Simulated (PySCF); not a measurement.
C6H12O2Si2: full NMR table

| Quantity | Value |
| --- | --- |
| Formula | C6H12O2Si2 |
| SMILES | CC[SiH2]C#C[SiH2]C(=O)OC |
| Point group of the computed structure | C1 |
| Degrees of unsaturation | 3 |
| Carbon signals | 6 |
| Proton signals | 5 |

Mapped SMILES: `[CH3:1][CH2:2][SiH2:3][C:4]#[C:5][SiH2:6][C:7](=[O:8])[O:9][CH3:10]`. Hydrogens are named by the atom that carries them.

- geometry: GFN2-xTB
- PBE0/pcSseg-1 with gauge-including orbitals
- run in PySCF 2.14
- averaged over atoms made equivalent by symmetry, fast rotation or ring inversion, non-relativistic Hamiltonian, no solvent model, a single conformation

Shifts are taken against calculated references (same method and geometry level): TMS for $^{1}$H and $^{13}$C and $^{29}$Si; H2O for $^{17}$O.

| carbon | δC, type | δH (multiplicity) | HMBC from (2–3 bonds) | span of the C tensor (ppm) |
| --- | --- | --- | --- | --- |
| C1 | 11.3, CH3 | 1.24 (t) | H(Si3), H(C2) | 18 |
| C2 | 8.3, CH2 | 0.86 (m) | H(Si3), H(C1) | 7 |
| C4 | 121.0, C | – | H(Si6), H(Si3), H(C2) | 297 |
| C5 | 111.8, C | – | H(Si6), H(Si3) | 285 |
| C7 | 185.6, C | – | H(Si6), H(C10) | 173 |
| C10 | 51.8, CH3 | 3.99 (s) | – | 79 |

Other nuclei:
| atoms | nucleus | environment | δ (ppm) | σ (ppm) |
| --- | --- | --- | --- | --- |
| H(Si6) | $^{1}$H | hydrogen on a silicon bonded to 2 C | 4.56 | 27.16 |
| H(Si3) | $^{1}$H | hydrogen on a silicon bonded to 2 C | 4.38 | 27.33 |
| Si3 | $^{29}$Si | silicon bonded to 2 C, 2 H | -62.6 | 411.8 |
| Si6 | $^{29}$Si | silicon bonded to 2 C, 2 H | -82.8 | 432.0 |
| O8 | $^{17}$O | ester carbonyl oxygen | 512.4 | -176.3 |
| O9 | $^{17}$O | ester alkoxy oxygen | 224.4 | 111.7 |

- Carbon types of the structure: 3 × C, 1 × CH2, 2 × CH3, leaving 4 H on heteroatoms.
- δC 185.6: carbonyl carbon.
- δC 121.0, 111.8: alkyne carbon.
- δC 51.8: methyl carbon bonded to O; pulled downfield by the heteroatom.
- δC 11.3: methyl carbon; saturated and bonded to C and H only.
- δH 3.99: hydrogen on a methyl carbon bonded to O; its carbon carries O, hence the downfield position.

Shifts are as computed. Against solution values, carbons near 30 ppm lie about +3 ppm off and those near 130 ppm about +5 ppm. Of 1309 compounds with measured shifts, 239 miss one by over three times the rms of a fit or turn the order of signals round; such compounds aren't used in these exercises. Unscaled 17O shifts of doubly bonded oxygen tend to come out too high, by tens of ppm or more. Experimental scales use liquid or dissolved standards, which lie at an offset from isolated H2O (liquid H2O: subtract about 36 ppm). No couplings were computed; multiplicities are counted from neighbouring protons, with m where these are inequivalent, close in shift, in a saturated or five-membered ring or joined by F or P, and br s for small geminal =CH2 splittings.
